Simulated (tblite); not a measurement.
CH2NSiTe (doublet state).
Cartesian coordinates in Å at the GFN2-xTB level; atoms count from 1:
```xyz
6
CH2NSiTe angstrom
N     -2.208   -1.372   -0.027
C     -1.422   -0.533   -0.079
Si    -0.104    0.733   -0.370
Te     2.111    0.255    0.635
H     -0.649    1.983    0.161
H      2.274   -1.064   -0.341
```

Level: GFN2-xTB in tblite, geometry and Hessian alike; calculated harmonic values, unscaled, isolated species. This tight-binding method is rough: wavenumbers can miss measured ones by several per cent, in bad cases by 10 to 20. Modes of hydrogen on silicon and tellurium can be 10 to 20 % off. One conformer, not necessarily the lowest. Open shells enter through the occupations alone, without spin polarisation, and single modes of such species can be off by tens of per cent.

Harmonic wavenumbers (cm⁻¹): 66.9, 108.7, 248.2, 292.4, 372.3, 391.0, 573.1, 631.1, 681.9, 1920.4, 2225.8, 2261.2.

A = 10924, B = 1134, C = 1041 MHz; mass 185.902 u (most abundant isotopes); point group C1, symmetry number 1; spin multiplicity 2.

**Question.** Zero-point energy?

**Answer.** Half the sum of the wavenumbers: 4886 cm⁻¹ = 13.97 kcal/mol.

**Question.** What is S at 200 K and 1 bar for an ideal gas of classical rigid rotors and harmonic oscillators?

**Answer.** Translation 39.61, rotation 26.42, vibration 9.29, spin (R ln 2) 1.38: S = 76.7 cal/(mol K).

**Question.** And Cp and H(200 K) − H(0)?

**Answer.** Cp = 18.28 cal/(mol K), of which vibrations give 10.33 (their classical limit is 12 R = 23.8); H(200 K) − H(0) = 2.63 kcal/mol without the zero-point energy, 1.04 from vibrations.

**Question.** How do the functions run with temperature in this model?

**Answer.** 
```tsv
T (K)	S (cal/(mol K))	Cp (cal/(mol K))	H − H(0) (kcal/mol)	G − H(0) (kcal/mol)	ln q(vib)
150	71.8	16.0	1.77	-8.99	1.40
250	81.0	20.0	3.59	-16.65	2.71
298.15	84.6	21.3	4.59	-20.64	3.32
400	91.1	23.1	6.85	-29.60	4.55
600	101.0	25.4	11.72	-48.87	6.67
900	111.7	27.6	19.69	-80.86	9.27
```

q(vib) and H(0) count from the zero-point level.

**Question.** Blend soft modes into free rotors: weight 1/[1 + (100 cm⁻¹/ν̃)⁴] for the oscillator and the rest for a rotor with moment μB/(μ + B), μ = h/(8π²ν), B = 10⁻⁴⁴ kg m². What vibrational entropy results?

**Answer.** 8.75 cal/(mol K) in place of 9.29, which changes −T·S at 200 K by +0.11 kcal/mol.

**Question.** Which modes carry the vibrational entropy at 200 K?

**Answer.** 66.9 cm⁻¹: 3.46; 108.7 cm⁻¹: 2.53; 248.2 cm⁻¹: 1.08; 292.4 cm⁻¹: 0.84; 372.3 cm⁻¹: 0.53; 391.0 cm⁻¹: 0.48 cal/(mol K); the other 6 give 0.37 together.

Hindered rotation and anharmonicity are outside this model. Other conformers, if any are populated, would add a mixing term that is left out. The structure is chiral; the term R ln 2 for an equal mix with its mirror image is left out.
